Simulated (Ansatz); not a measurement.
Isolated molecules relaxed with PBE0-D4/def2-TZVP in Ansatz; ΔE leaves out vibrations. CCSD(T)/CBS is the MP2 limit (def2-TZVPP, def2-QZVPP) plus CCSD(T) − MP2 in def2-TZVPP, frozen cores. DFT in def2-TZVPP. B3LYP here is the variant with VWN-RPA as its local correlation; programs differ in this. def2 core potentials past Kr. For In, Se outer-core shells are correlated without core-valence functions, which leaves a few kJ/mol of doubt a bond. Scalar relativity is left out up to krypton. Each species was taken in one conformer, which may not be the lowest.

Consider the formal exchange of groups at the Se–In bond: `[F][In]([Cl])[SeH]` + `[SeH][SiH2][SeH]` → `[SeH][SiH]([SeH])[SeH]` + `[F][InH][Cl]`.

```csv
level,ΔE (kcal/mol)
r2SCAN-D4,8.4
PBE,8.7
r2SCAN,8.7
B3LYP,10.8
HF/def2-TZVPP,12.6
CCSD/def2-TZVPP,9.5
HF/CBS(def2),12.7
MP2/CBS(def2),8.5
```

(1) What does CCSD(T)/CBS give? (Estimate.)

Largest T1 diagnostic among the species: 0.015.

## Answers

(1) Computed: +9.1 kcal/mol. The listed levels differ from it by -0.7, -0.4, -0.4, 1.7, 3.5, 0.4, 3.6, -0.6 kcal/mol.

In def2-TZVPP, CCSD(T) changes the Hartree–Fock value by −3.5 kcal/mol (the triples alone add −0.4 kcal/mol) and MP2 by −4.1 kcal/mol. The D4 term adds −2.1 kcal/mol with B3LYP and −1.1 kcal/mol with PBE0; it sums over pairs of atoms, weighted by their polarisabilities, and B3LYP, whose exchange is more repulsive, gets the larger term.
